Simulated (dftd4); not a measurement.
GaP (SMILES [P]=[Ga]), triplet, at a GFN2-xTB geometry (such geometries of metal compounds can be far from the true shape); D4 for wb97x (dftd4).

The dftd4 input:
```
$ dftd4 mol.xyz --func wb97x --charge 0 --json dftd4.json --noedisp --grad

# file mol.xyz
2

Ga    -0.00000000    -0.00000000    -0.74669457
P      0.00000000     0.00000000     1.54316877
```

What the program printed (banner, timings and long lists left out):

```
                    ____  _____ _____     ____  _  _
      -------------|  _ \|  ___|_   _|---|  _ \| || |------------
     |             | | | | |_    | | ___ | | | | || |_           |
     |             | |_| |  _|   | ||___|| |_| |__   _|          |
     |             |____/|_|     |_|     |____/   |_|            |
     |             ===================================           |
     |            E. Caldeweyher, S. Ehlert & S. Grimme          |
     |          Mulliken Center for Theoretical Chemistry        |
     |                    University of Bonn                     |
      -----------------------------------------------------------

Rational (Becke-Johnson) damping: wb97x-D4-ATM
---------------------
  s6         1.0000
  s8         0.5093
  s9         1.0000
  a1         0.0662
  a2         5.4487
 alp        16.0000
--------------------

Dispersion energy:      -1.1129408980896E-02 Eh

Gradient norm:           2.2449954296624E-03 Eh/a0
--------------------------------------------------
     #    Z           dE/dx      dE/dy      dE/dz
--------------------------------------------------
     1   31 Ga    0.000E+00  0.000E+00 -1.587E-03
     2   15 P     0.000E+00  0.000E+00  1.587E-03
--------------------------------------------------

Virial:
--------------------------------------------------
      component           x          y          z
--------------------------------------------------
          x       0.000E+00  0.000E+00  0.000E+00
          y       0.000E+00  0.000E+00  0.000E+00
          z       0.000E+00  0.000E+00  6.869E-03
--------------------------------------------------

[Info] Dispersion results written to 'dftd4.txt'
[Info] JSON dump of results written to 'dftd4.json'
```
